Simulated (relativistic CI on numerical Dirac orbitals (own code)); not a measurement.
# Slater and spin-orbit integrals, Lu XXVI

Method of calculation: Dirac-Coulomb-Breit CI, KLI orbitals optimised for each configuration, model QED (radiative potential, 1s self-energy scaled to tabulated hydrogen-like ionisation energies), unscaled Slater integrals (own radial code, finite nucleus).

Slater integrals F^k, G^k are unscaled and averaged over j, outside the closed core [Ar] 3d10; ζ comes from projecting the Hamiltonian with its Breit term on Σ l·s of the shell.

- 4s2 4p6 4d9 4f: ζ(4d) = 40467, F^2(4d,4f) = 207240, F^4(4d,4f) = 135250, G^1(4d,4f) = 224250, G^3(4d,4f) = 151090, G^5(4d,4f) = 109970, ζ(4f) = 6282.5 cm⁻¹; <r>(4d) = 0.4829, <r^2>(4d) = 0.2668, <r>(4f) = 0.4709, <r^2>(4f) = 0.2542 (bohr units).
- 4s2 4p5 4d10 4f: ζ(4p) = 342140, F^2(4p,4f) = 212990, G^2(4p,4f) = 177910, G^4(4p,4f) = 128150, ζ(4f) = 6265.6 cm⁻¹; <r>(4p) = 0.4708, <r^2>(4p) = 0.251, <r>(4f) = 0.4709, <r^2>(4f) = 0.2543 (bohr units).
- 4s2 4p6 4d9 5s: ζ(4d) = 41076, G^2(4d,5s) = 32005 cm⁻¹; <r>(4d) = 0.48, <r^2>(4d) = 0.2636, <r>(5s) = 0.8361, <r^2>(5s) = 0.7789 (bohr units).

Averages of the first 10 configurations, taken without configuration mixing, which lowers the lowest level and can move excited configurations by several eV; other configurations of the list can lie among them:

```json
{"Configuration": "4s2 4p6 4d10", "Parity": "even", "States": "1", "Average energy above the lowest level (eV)": "0.1"}
{"Configuration": "4s2 4p6 4d9 4f", "Parity": "odd", "States": "140", "Average energy above the lowest level (eV)": "190.7"}
{"Configuration": "4s2 4p5 4d10 4f", "Parity": "even", "States": "84", "Average energy above the lowest level (eV)": "384.0"}
{"Configuration": "4s2 4p6 4d9 5s", "Parity": "even", "States": "20", "Average energy above the lowest level (eV)": "302.6"}
{"Configuration": "4s 4p6 4d10 4f", "Parity": "odd", "States": "28", "Average energy above the lowest level (eV)": "524.7"}
{"Configuration": "4s2 4p6 4d9 5p", "Parity": "odd", "States": "60", "Average energy above the lowest level (eV)": "356.9"}
{"Configuration": "4s2 4p6 4d9 5d", "Parity": "even", "States": "100", "Average energy above the lowest level (eV)": "431.0"}
{"Configuration": "4s2 4p5 4d10 5s", "Parity": "odd", "States": "12", "Average energy above the lowest level (eV)": "496.9"}
{"Configuration": "4p6 4d10 4f2", "Parity": "even", "States": "91", "Average energy above the lowest level (eV)": "1051.6"}
{"Configuration": "4p6 4d9 4f3", "Parity": "odd", "States": "3640", "Average energy above the lowest level (eV)": "1242.5"}
```
